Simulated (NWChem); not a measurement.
System: C2H2ClF; SMILES C(Cl)(F)=C

Here is an NWChem input.

```
start job
memory heap 200 mb stack 700 mb global 900 mb
geometry units angstroms noautoz
  C     -1.185274     1.151332     0.000000
  C     -0.059255     0.448966     0.000000
  F      1.135441     1.007256     0.000000
  Cl     0.030311    -1.266138     0.000000
  H     -2.151289     0.650832     0.000000
  H     -1.132243     2.240633     0.000000
end
basis spherical
  * library pcseg-2
end
dft
  xc xtpss03 ctpss03
  iterations 150
  mulliken
end
task dft energy
```

Parts of the log:

```
             Northwest Computational Chemistry Package (NWChem) 7.3.0
             --------------------------------------------------------

 CS  symmetry detected

                             Geometry "geometry" -> ""
                             -------------------------

 Output coordinates in angstroms (scale by  1.889725989 to convert to a.u.)

  No.       Tag          Charge          X              Y              Z
 ---- ---------------- ---------- -------------- -------------- --------------
    1 C                    6.0000    -1.18239838     1.15300933     0.00000000
    2 C                    6.0000    -0.05788480     0.44823561     0.00000000
    3 F                    9.0000     1.13800303     1.00396805     0.00000000
    4 Cl                  17.0000     0.02801121    -1.26705611     0.00000000
    5 H                    1.0000    -2.14948208     0.65457744     0.00000000
    6 H                    1.0000    -1.12703674     2.24219436     0.00000000

 Effective nuclear repulsion energy (a.u.)     149.6785149456

      Symmetry information
      --------------------

 Group name             Cs
 Group number              2
 Group order               2
 No. of unique centers     6

                                 NWChem DFT Module
                                 -----------------

 Summary of "ao basis" -> "ao basis" (spherical)
 ------------------------------------------------------------------------------
       Tag                 Description            Shells   Functions and Types
 ---------------- ------------------------------  ------  ---------------------
 C                          pcseg-2                 10       30   4s3p2d1f
 F                          pcseg-2                 10       30   4s3p2d1f
 Cl                         pcseg-2                 12       34   5s4p2d1f
 H                          pcseg-2                  6       14   3s2p1d

      Symmetry analysis of basis
      --------------------------

        a'        103
        a"         49

            General Information
            -------------------
          SCF calculation type: DFT
          Wavefunction type:  closed shell.
          No. of atoms     :     6
          No. of electrons :    40
           Alpha electrons :    20
            Beta electrons :    20
          Charge           :     0
          Spin multiplicity:     1
          Use of symmetry is: on ; symmetry adaption is: on
          Maximum number of iterations: 150
          AO basis - number of functions:   152
                     number of shells:    54
          Convergence on energy requested:  1.00D-06
          Convergence on density requested:  1.00D-05
          Convergence on gradient requested:  5.00D-04

              XC Information
              --------------
                  TPSS metaGGA Exchange Functional  1.000
             TPSS03 metaGGA Correlation Functional  1.000

             Grid Information
             ----------------
          Grid used for XC integration:  medium
          Radial quadrature: Mura-Knowles
          Angular quadrature: Lebedev.
          Tag              B.-S. Rad. Rad. Pts. Rad. Cut. Ang. Pts.
          ---              ---------- --------- --------- ---------
          C                   0.70       49           9.0       434
          F                   0.50       49          10.0       434
          Cl                  1.00       88          11.0       590
          H                   0.35       45          11.0       434
          Grid pruning is: on
          Number of quadrature shells:   325
          Spatial weights used:  Erf1

      Superposition of Atomic Density Guess
      -------------------------------------

 Sum of atomic energies:        -635.22828542

      Non-variational initial energy
      ------------------------------

 Total energy =    -636.793524
 1-e energy   =   -1173.758409
 2-e energy   =     387.286371
 HOMO         =      -0.280584
 LUMO         =       0.056302

      Symmetry analysis of molecular orbitals - initial
      -------------------------------------------------

  Numbering of irreducible representations:

     1 a'          2 a"

  Orbital symmetries:

     1 a'          2 a'          3 a'          4 a'          5 a'
     6 a'          7 a'          8 a"          9 a'         10 a'
    11 a'         12 a'         13 a'         14 a"         15 a'
    16 a'         17 a'         18 a"         19 a'         20 a"
    21 a"         22 a'         23 a'         24 a'         25 a'
    26 a'         27 a"         28 a'         29 a'         30 a"

     ---------------------------------------------
      Total Density - Mulliken Population Analysis
     ---------------------------------------------

    Atom       Charge   Shell Charges
 -----------   ------   -------------------------------------------------------
    1 C    6     6.46   2.00  0.59  0.46  0.18  1.39  1.45  0.37  0.01  0.02  0.00
    2 C    6     5.17   2.00  0.53  0.44  0.07  0.92  0.99  0.08  0.02  0.12  0.01
    3 F    9     9.38   2.00  0.65  0.95  0.31  2.41  2.41  0.65  0.00  0.01  0.00
    4 Cl  17    17.21   2.01  0.37  1.60  1.04  0.90  5.92  1.02  3.04  1.27  0.00  0.03  0.00
    5 H    1     0.89   0.38  0.43  0.03  0.01  0.04  0.00
    6 H    1     0.89   0.38  0.43  0.04  0.01  0.04  0.00

[...]
```

Level: TPSS/pcseg-2. All runs use the structure optimised with PBE0/def2-SVP.
